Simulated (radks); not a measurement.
The numbers below are computed, except where a source is named.
Coulomb parameter of the 4f shell of the ytterbium ion Yb3+ in the model configuration [Xe] 4f12 6s1, as a second difference U = [E(n + 1) + E(n - 1) - 2 E(n)] / (1)^2 with all orbitals relaxed. "Bare": the charge of the atom changes with n. "Screened": the 6s shell takes up the change at fixed total charge, which measures U(4f,4f) + U(6s,6s) - 2 U(4f,6s). Level of theory: Dirac Kohn-Sham, PBE, spin-unpolarised, spherical densities, finite nucleus; open shells are shared between the two j in proportion to 2j + 1; Fermi nuclear charge, rms radius 5.3108 fm (a radial shooting solver on a logarithmic mesh with Libxc functionals).

| case | configuration | E - E(n) (eV) |
|---|---|---|
| start | [Xe] 4f12 6s1 | 0.000 |
| bare +1 | [Xe] 4f13 6s1 | -36.532 |
| bare -1 | [Xe] 4f11 6s1 | 57.864 |
| screened +1 | [Xe] 4f13 | -15.710 |
| screened -1 | [Xe] 4f11 6s2 | 24.805 |

U(bare) = 21.332 eV, U(screened by 6s) = 9.095 eV.
